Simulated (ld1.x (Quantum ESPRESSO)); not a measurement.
**What one change does to a pseudopotential (Ru, RRKJ)**

ld1.x (Quantum ESPRESSO) 7.5 input, shortened:

```
&input
   title='Ru', zed=44., rel=1, dft='PBESOL', iswitch=3,
   config='[Kr] 4d7 5s1 5p0'
 /
 &inputp
   pseudotype=2, tm=.false., rho0=0.005, lloc=0,
   nlcc=.true., new_core_ps=.true., rcore=1.20
 /
3
5P  2  1   0.00   0.00  3.15  3.15  0.0
4D  3  2   7.00   0.00  1.80  1.80  0.0
5S  1  0   1.00   0.00  2.15  2.15  0.0
 &test
   configts(1)='4d7 5s1 5p0'
 /
```

Change: all radii but the core radius scaled by about 0.86 (s 1.86, p 2.72, d 1.56 bohr).

Cutoffs: the cutoffs (Ry, on a coarse ladder) from which the occupation-weighted sum of valence levels, in a spherical-Bessel basis at the reference potential, stays within 10 and 1 mRy of its value at 400 Ry; they do not see the model core or the augmentation charge, which bear on the density cutoff. Errors are all-electron minus pseudo energies relative to the spin-unpolarised reference configuration.

What does the change do?

The potential gets harder (45 Ry and 50 Ry → 50 Ry and 70 Ry); of the 7 tests that both files solve, the error grows in 0 and shrinks in 4 by more than 15 % and 0.3 meV (median size 122.2 → 74.6 meV); neither file shows a bound ghost at the reference potential, the only one tested. A smaller radius makes the pseudo-wave follow the all-electron one further in, where it bends more sharply, so more plane waves are needed. Less of the atom is replaced, so other configurations are described better.

| quantity | base | changed |
| --- | --- | --- |
| cutoff, loose | 45 Ry | 50 Ry |
| cutoff, tight | 50 Ry | 70 Ry |
| loose cutoff by channel (10 mRy a level) | d 40 Ry, s 6 Ry | d 40 Ry, s 18 Ry |
| bound ghosts | none | none |
| error for 4d7 5s0 5p0, meV [ΔE 7.30 eV] | -13 | -6.9 |
| error for 4d6 5s0 5p0, meV [ΔE 25.48 eV] | -122 | -113 |
| error for 4d5 5s0 5p0, meV [ΔE 56.09 eV] | -652 | -626 |
| error for 4d4 5s0 5p0, meV [ΔE 100.58 eV] | -1770 | -1749 |
| error for 4d6 5s1 5p1, meV [ΔE 5.68 eV] | -128 | -75 |
| error for 4d8 5s0 5p0, meV [ΔE -0.33 eV] | -74 | -54 |
| error for 4d7 5s0.5 5p0, meV [ΔE 2.87 eV] | -2.8 | -1.5 |

Changed file: These tests converged, but a pseudo level misses the all-electron one widely, so the file describes the atom poorly there or has found another state: 4d4 5s0 5p0: empty 5s by 6.6 eV (a node warning on the way).
